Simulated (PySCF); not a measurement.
Consider 1,3,5,7-octatetrayne, `C#CC#CC#CC#C` (C8H2). Optimised structure (Å), atoms numbered from 1:
```
C     4.4272   -0.7293    0.1967
C     3.2255   -0.5234    0.2163
C     1.8839   -0.2964    0.2374
C     0.6714   -0.0949    0.2549
C    -0.6634    0.1229    0.2730
C    -1.8770    0.3173    0.2873
C    -3.2212    0.5290    0.3017
C    -4.4260    0.7165    0.3131
H     5.4859   -0.9125    0.1791
H    -5.4879    0.8808    0.3225
```

Energies: ωB97X-D3(BJ)/ma-def2-TZVP (PySCF, density fitting, integration grid level 2) on PBE0-D3(BJ)/def2-SVP structures. The prefix ma- adds one diffuse s and one diffuse p function on all atoms but H. ωB97X-D3(BJ) is ωB97X-V with D3(BJ) in place of VV10. Zero-point and thermal terms (298.15 K, 1 bar) come from unscaled PBE0-D3(BJ)/def2-SVP harmonic frequencies, with soft modes damped to free rotors in the entropy.

(1) What are the vertical and the adiabatic ionisation energy for forming the radical cation?

(2) Where does the unpaired spin of the relaxed radical cation sit?

(3) How far is −ε(HOMO) from the vertical value by ΔSCF?

## Answers

(1) 8.89 eV vertical and 8.88 eV adiabatic, the latter with zero-point energy.

(2) C1 (alkyne carbon) 0.34, C8 (alkyne carbon) 0.34, C6 (alkyne carbon) 0.24, C3 (alkyne carbon) 0.24 (intrinsic atomic orbital populations).

(3) −ε(HOMO) = 9.10 eV, which is 0.21 eV above the ΔSCF value.
